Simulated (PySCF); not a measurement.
Can point charges reproduce the dipole moment of `C=CC1=NNC=C1OC`?

Coordinates (GFN2-xTB, Å) and charges (e) from the PBE0/pcSseg-1 density (PySCF):

```tsv
atom	x	y	z	Mulliken	IAO	Hirshfeld	ESP-fitted
C1	-1.923	-2.614	0.154	-0.0981	-0.3086	-0.1016	-0.2704
C2	-0.820	-1.878	0.091	-0.1721	-0.1518	-0.0565	-0.3641
C3	-0.796	-0.442	0.239	+0.1435	+0.0492	+0.0026	+0.4459
N4	-1.872	0.307	0.453	-0.2848	-0.2453	-0.1408	-0.4836
N5	-1.451	1.558	0.531	-0.2255	-0.1075	-0.0196	+0.0058
C6	-0.105	1.671	0.375	+0.1482	-0.1898	-0.0588	-0.3697
C7	0.359	0.389	0.182	+0.0437	+0.1199	+0.0294	+0.1314
O8	1.618	-0.075	-0.024	-0.4821	-0.3269	-0.1099	-0.2792
C9	2.628	0.902	-0.045	-0.0334	-0.2034	-0.0324	-0.1300
H10	-2.880	-2.153	0.323	+0.1224	+0.1584	+0.0408	+0.1426
H11	-1.899	-3.683	0.038	+0.1110	+0.1507	+0.0454	+0.1529
H12	0.151	-2.323	-0.078	+0.0974	+0.1577	+0.0447	+0.1804
H13	-2.112	2.300	0.692	+0.1950	+0.3030	+0.1610	+0.3086
H14	0.388	2.620	0.413	+0.0941	+0.1655	+0.0555	+0.2065
H15	3.562	0.371	-0.217	+0.1320	+0.1655	+0.0569	+0.1260
H16	2.682	1.437	0.910	+0.1044	+0.1317	+0.0414	+0.0983
H17	2.465	1.625	-0.852	+0.1043	+0.1317	+0.0414	+0.0986
```

What dipole does each set of charges give (1 e·Å = 4.803 D), and what does the density give?

The full density gives (1.75, 3.34, 0.14) D, 3.78 D in size; dipole vectors point from the negative to the positive end.

```
    scheme    μx    μy    μz  size (D)  share of the full size (%)  angle to the full dipole (°)
  Mulliken  1.40  2.46  0.09      2.84                          75                             2
       IAO  1.28  3.51  0.21      3.74                          99                             8
 Hirshfeld  0.89  2.37  0.14      2.54                          67                             7
ESP-fitted  1.75  3.37  0.14      3.80                         101                             0
```

Which set comes closest?

Length of the difference vector: ESP-fitted 0.03 D, IAO 0.50 D, Mulliken 0.95 D, Hirshfeld 1.30 D. Closest: ESP-fitted. 

What is left for the Hirshfeld atoms' own dipoles?

The shares of the density sum to the whole, so what Σ q r misses lies in dipoles about the nuclei. The atomic dipoles sum to (1.75, 3.34, 0.14) − (0.89, 2.37, 0.14) = (0.86, 0.97, 0.00) D, 1.30 D in size.

With the origin at the mean of the coordinates, (0.000, 0.001, 0.187) Å, which are the largest single terms, by size, of the Hirshfeld dipole along the direction of the full one?

C1 +1.57, H11 -0.90, H13 +0.83, H14 +0.67, H10 -0.63 D; all 17 atoms together +2.52 D. The single terms depend on the origin, their sum doesn't.

Give the size of the full dipole in other units.

3.78 D = 1.485 au = 0.786 e·Å = 12.59 × 10⁻³⁰ C·m.

One conformer (not necessarily the lowest) at the GFN2-xTB geometry, without solvent, vibrations or thermal averaging.

The run behind these numbers computed NMR shieldings as well. Hardware: one thread of an Arm Neoverse V2, no GPU (shared host). Cost: 34 s wall (grids of density and orbitals included), 0.85 GiB resident at most.

The values belong to the conformer `[CH2:1]=[CH:2][c:3]1[n:4][nH:5][cH:6][c:7]1[O:8][CH3:9]`: C1–C2–C3–N4 0°, C6–C7–O8–C9 0°.
